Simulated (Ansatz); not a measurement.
Reaction (SMILES): [GeH3] (GeH3) → Ge atom + 3 H atom
B3LYP-D3(BJ)/def2-TZVP geometries, fixed; electronic energies without zero-point terms.

The atomisation energy at CCSD(T) with Ansatz (a quantum-chemistry and plane-wave program), in kcal/mol, split into its Hartree-Fock and correlation parts. Cores are frozen (with 3d on Ga to Br). Open shells are unrestricted. No added dispersion term, no relativity. Functions are those of the species that has most.

```tsv
basis	X	functions	Hartree-Fock	CCSD(T)
cc-pVDZ	2	42	153.66	192.24
cc-pVTZ	3	85	155.46	201.61
cc-pVQZ	4	158	156.03	204.59
cc-pV5Z	5	269	156.06	205.25
```

Worked estimate of the basis-set limit from each neighbouring pair, with Hartree-Fock from the larger set and the correlation part extrapolated as X^-3.
Correlation parts: X = 2: 38.58, X = 3: 46.15, X = 4: 48.56, X = 5: 49.19.
- (2,3): (27·(46.15) - 8·(38.58))/19 = 49.34; with Hartree-Fock 155.46 the estimate is 204.80 kcal/mol.
- (3,4): (64·(48.56) - 27·(46.15))/37 = 50.32; with Hartree-Fock 156.03 the estimate is 206.35 kcal/mol.
- (4,5): (125·(49.19) - 64·(48.56))/61 = 49.85; with Hartree-Fock 156.06 the estimate is 205.91 kcal/mol.
The last two estimates differ by 0.44 kcal/mol; the largest set lies 0.66 from the last. Over the last step Hartree-Fock moves by 0.03 and the correlation part by 0.63.
